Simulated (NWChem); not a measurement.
Species: C2H7BClN; SMILES ClB(C)NC

```xyz
12

B      0.2221     0.1017     0.0000
Cl    -0.4045     1.7818     0.0000
C      1.7753    -0.1572     0.0000
H      2.0803    -0.7369     0.8875
H      2.3509     0.7778    -0.0053
H      2.0787    -0.7458    -0.8822
N     -0.7409    -0.9080     0.0001
C     -0.5219    -2.3314     0.0000
H     -1.7156    -0.6276    -0.0004
H      0.5544    -2.5481     0.0024
H     -0.9565    -2.8151    -0.8918
H     -0.9606    -2.8157     0.8894
```
Atoms are numbered in this order, from 1.

Computed with NWChem. Pople sets run with spherical d functions. The geometry was optimised at PBE0/def2-SVP. Not confirmed as a minimum by frequencies. B3LYP is NWChem's, with the RPA form of VWN correlation. Vertical excitations in the gas phase; the lowest state need not have the same character in each row.

| level | lowest excitation, singlet (eV) | oscillator strength of that lowest state | lowest state with f > 0.02, singlet (eV) | orbital gap (eV) |
|---|---|---|---|---|
| PBE/6-31+G*, full TDDFT | 5.71 | 0.003 | 6.44 | 5.71 |
| B3LYP/6-31+G*, full TDDFT | 6.17 | 0.002 | 7.13 | 7.11 |
| Hartree-Fock/6-31+G*, TDHF | [?] | 0.000 | [?] | [?] |
| PBE0/6-31+G*, full TDDFT | 6.44 | 0.002 | 7.35 | 7.62 |

**Question.** Some entries are withheld; supply them.

**Answer.** 
- Hartree-Fock/6-31+G*, TDHF, lowest excitation, singlet (eV): 7.57
- Hartree-Fock/6-31+G*, TDHF, lowest state with f > 0.02, singlet (eV): 8.68
- Hartree-Fock/6-31+G*, TDHF, orbital gap (eV): 12.26
